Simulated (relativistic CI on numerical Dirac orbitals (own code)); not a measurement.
Calculated at this level of theory: Dirac-Coulomb-Breit CI, separate exchange-only KLI orbitals for each configuration, model QED (radiative potential, 1s self-energy scaled to tabulated hydrogen-like ionisation energies), unscaled Slater integrals (own radial code, finite nucleus).

Configurations in the expansion (outside the closed core [Ar] 3d10): 4s2 4p6 4d10, 4s2 4p6 4d9 4f, 4s2 4p5 4d10 4f, 4s 4p6 4d10 4f, 4s2 4p6 4d9 5s, 4s2 4p6 4d9 5p, 4s2 4p6 4d9 5d, 4s2 4p5 4d10 5s, 4s2 4p6 4d9 5f, 4s2 4p5 4d10 5p, 4s2 4p6 4d9 5g, 4s2 4p6 4d9 6s, 4s2 4p6 4d9 6p, 4s2 4p5 4d10 5d, 4s 4p6 4d10 5s, 4s2 4p6 4d9 6d, 4s 4p6 4d10 5p, 4p6 4d10 4f2, 4p6 4d9 4f3, 4p5 4d10 4f3, 4p6 4d9 4f2 5s, 4p6 4d9 4f2 5p, 4p6 4d9 4f2 5d. Double excitations out of closed p, d and f shells are left out; levels of such configurations are missing from the list, as are those of other unlisted configurations, and high levels can miss mixing partners. These lack a partner that the ground configuration has and come out too high: 4s2 4p5 4d10 5s, 4s2 4p6 4d9 5f, 4s2 4p5 4d10 5p, 4s2 4p6 4d9 5g, 4s2 4p6 4d9 6s.

At this charge energies of transitions that change n are usually good to better than 1 %, and those within a shell (Δn = 0) to a few per cent.

Outline of the computed level scheme of Pt XXXIII. Lowest level of each configuration: 4s2 4p6 4d10 1S_0 at 0.000 eV; 4s2 4p6 4d9 4f 3P°_0 at 209.805 eV; 4s2 4p5 4d10 4f 3D_1 at 432.026 eV; 4s2 4p6 4d9 5s 3D_3 at 434.036 eV; 4s2 4p6 4d9 5p 3P°_2 at 484.281 eV.

Some strong electric-dipole decays among the lowest 45 levels: 4s2 4p6 4d9 4f 1P°_1 → 4s2 4p6 4d10 1S_0 (6.9e+12 s⁻¹); 4s2 4p6 4d9 5p 1P°_1 → 4s2 4p6 4d10 1S_0 (2.3e+12 s⁻¹); 4s2 4p5 4d10 4f 3G_3 → 4s2 4p6 4d9 4f 3H°_4 (2.0e+12 s⁻¹); 4s2 4p6 4d9 5p 3D°_1 → 4s2 4p6 4d10 1S_0 (1.4e+12 s⁻¹); 4s2 4p5 4d10 4f 3G_4 → 4s2 4p6 4d9 4f 3H°_5 (9.2e+11 s⁻¹); 4s2 4p5 4d10 4f 3G_5 → 4s2 4p6 4d9 4f 3H°_6 (9.0e+11 s⁻¹); 4s2 4p5 4d10 4f 3F_3 → 4s2 4p6 4d9 4f 3G°_4 (7.2e+11 s⁻¹); 4s2 4p5 4d10 4f 3F_4 → 4s2 4p6 4d9 4f 3G°_5 (6.9e+11 s⁻¹).

LS names give the leading component of a level, which can be under half, so a name can repeat, a term be missing and a line seem to break the LS rules.
